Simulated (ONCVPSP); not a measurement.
# What the settings do to the ONCV potential of oxygen (O)

Base potential:

```
Element                 : O (Z = 8)
Generator               : ONCVPSP 4.0.1
Type                    : optimised norm-conserving Vanderbilt (ONCV)
Functional              : PBEsol
Relativity              : scalar-relativistic
Frozen core             : [He]
Valence charge          : 6
Reference configuration : 2s2 2p3.75 (charge +0.25)
Partial waves           : 2s: rc 0.60 bohr, ncon 5, nbas 9, qcut 10.1 1/bohr, 2 projectors, debl 0.4 Ha; 2p: rc 1.80 bohr, ncon 3, nbas 7, qcut 9.7 1/bohr, 2 projectors, debl 1.2 Ha; d scattering state at 0.42 Ha: rc 1.90 bohr, ncon 3, nbas 7, qcut 5.1 1/bohr, 1 projector
Local potential         : polynomial inside 0.40 bohr (lpopt 1, dvloc0 0 Ha)
Core correction         : none
```

In the s channel the program set the typed energies aside and used -1.007, 0.250 Ha.

All-electron outer shells of the reference configuration (PBEsol, scalar-relativistic, ld1.x):

| shell | level (eV) | outermost node (bohr) | outermost maximum (bohr) |
| --- | --- | --- | --- |
| 1s | -516.95 | – | 0.13 |
| 2s | -27.40 | 0.28 | 0.87 |
| 2p | -12.47 | – | 0.82 |

Cutoffs, loose and tight: the cutoffs (Ha) at which the residual kinetic energy of the hardest occupied pseudo-wave falls to 1 and 0.1 mHa per electron. They do not see the model core or the augmentation charge, which bear on the density cutoff. Test errors are all-electron minus pseudo excitation energies from the reference, over the configurations 2s2 2p4; 2s2 2p3; 2s2 2p2; 2s2 2p3.5. A dash means not determined; rows that change the core or the reference have their own tests.

A true bound ghost makes a file unfit for plane-wave use even where its test errors are small: the radial tests pick states by their node count and pass the ghost by.

```csv
change,outcome,"cutoff, loose","cutoff, tight",bound ghosts,GHOST(+) flags above zero,largest test error (meV)
base,"generated, projector energies reset by the program",549 Ha,645 Ha,s,"s, d",+291
s: rc 0.8,"generated, projector energies reset by the program",43 Ha,55 Ha,none,d,+288
p: rc 2.06,"generated, projector energies reset by the program",549 Ha,645 Ha,s,"s, d",+471
```

What comes out with this change to the base: p: qcut 6.4?

outcome: generated, projector energies reset by the program; cutoff, loose: 549 Ha; cutoff, tight: 645 Ha; bound ghosts: s; GHOST(+) flags above zero: s, p, d; largest test error (meV): +672.
